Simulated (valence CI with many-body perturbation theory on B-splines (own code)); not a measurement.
**Which ion has this spectrum?**

A relativistic CI+MBPT calculation for an atom or ion with 8 electrons gives these levels (Ry):

```
J  Parity       E     g
2    even    0.00  1.31
0    even    3.86      
1    even   65.16  1.48
2    even   66.51  1.13
2     odd   90.95  1.47
1     odd   96.31  1.17
0    even  133.17      
0     odd  156.86      
1     odd  159.51  1.27
0    even  189.87      
2     odd  517.59  1.49
1     odd  518.18  1.15
1    even  525.26  1.48
2    even  525.39  1.16
```

The energies are calculated, and their last digits are not significant.

Which is it?
A. Tm61+
B. Tb57+
C. Ho59+
D. Gd56+

C. Ho59+, ground level (2s^2 2p1/2^2 2p3/2^2) J=2.
